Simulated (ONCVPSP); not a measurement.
**Before and after: ONCV potential for nitrogen**

nitrogen (N), optimised norm-conserving Vanderbilt (ONCV), made with ONCVPSP 4.0.1 (revPBE, scalar-relativistic). Core [He], reference 2s2 (charge +3). Waves: 2s: rc 1.05 bohr, ncon 4, nbas 7, qcut 7 1/bohr, 2 projectors, debl 3.8 Ha; p scattering state at 0.06 Ha: rc 0.95 bohr, ncon 4, nbas 8, qcut 9.7 1/bohr, 1 projector; d scattering state at 0.44 Ha: rc 0.85 bohr, ncon 4, nbas 8, qcut 9.9 1/bohr, 2 projectors, debl 3.1 Ha. Local part: polynomial inside 0.80 bohr (lpopt 4, dvloc0 0 Ha). Core correction: Teter function, fcfact 2.25, rcfact 1.7.

In the p channel the program set the typed energies aside and used 0.050 Ha.

Change: p: qcut 7.1.

Cutoffs: the cutoffs (Ha) at which the residual kinetic energy of the hardest occupied pseudo-wave falls to 1 and 0.1 mHa per electron; they do not see the model core or the augmentation charge, which bear on the density cutoff. Errors are all-electron minus pseudo energies relative to the spin-unpolarised reference configuration.

Q: What does the change do?

A: The potential gets neither clearly harder nor softer (39 Ha and 100 Ha → 39 Ha and 100 Ha); of the 4 tests that both files solve, the error grows in 4 and shrinks in 0 by more than 15 % and 0.3 meV (median size 325.2 → 560.6 meV); neither file shows a bound ghost.

```tsv
quantity	base	changed
cutoff, loose	39 Ha	39 Ha
cutoff, tight	100 Ha	100 Ha
bound ghosts	none	none
GHOST(+) flags under 300 eV	none	none
error for 2s2 2p3, meV [ΔE -89.29 eV]	-389	-669
error for 2s2 2p2, meV [ΔE -75.76 eV]	-299	-517
error for 2s2 2p1, meV [ΔE -46.97 eV]	-173	-302
error for 2s2 2p2.5, meV [ΔE -84.23 eV]	-351	-604
s: phases at 1.06 bohr within 0.05 rad from the reference energy up to (Ha; the scan ends near 5)	to the end of the scan	to the end of the scan
p: phases at 0.96 bohr within 0.05 rad from the reference energy up to (Ha; the scan ends near 5)	to the end of the scan	4.9
d: phases at 0.86 bohr within 0.05 rad from the reference energy up to (Ha; the scan ends near 5)	to the end of the scan	to the end of the scan
rms error of d²Exc/dni dnj with the model core, mHa	4.53	4.53
```
